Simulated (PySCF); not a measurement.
```xyz
4
charge -1 multiplicity 1, angstrom
Te   -0.2360    0.0000    0.0000
F    -0.0622   -2.0719    0.0000
F     1.7379    0.0000    0.0000
F    -0.0622    2.0719    0.0000
```

Method: PBE0/[Te def2-SVPD with ECP28, F def2-SVPD], scalar-relativistic core potentials, density fitting, no spin–orbit coupling, PySCF.

This geometry of TeF₃⁻ is a stationary point at this level.

(1) What is the point group?

(2) Is it a minimum?

(3) List the harmonic modes with their infrared intensities.

## Answers

(1) C2v.

(2) Yes: all harmonic wavenumbers are real.

(3) 
```csv
symmetry,ω (cm⁻¹),IR (km/mol)
a1,137,11.9
b1,178,14.8
b2,231,1.7
b2,450,327
a1,456,0.3
a1,569,86.8
```

This need not be the most stable arrangement of these atoms. The lowest empty level of this anion is unbound, so it and the gap depend on the basis.
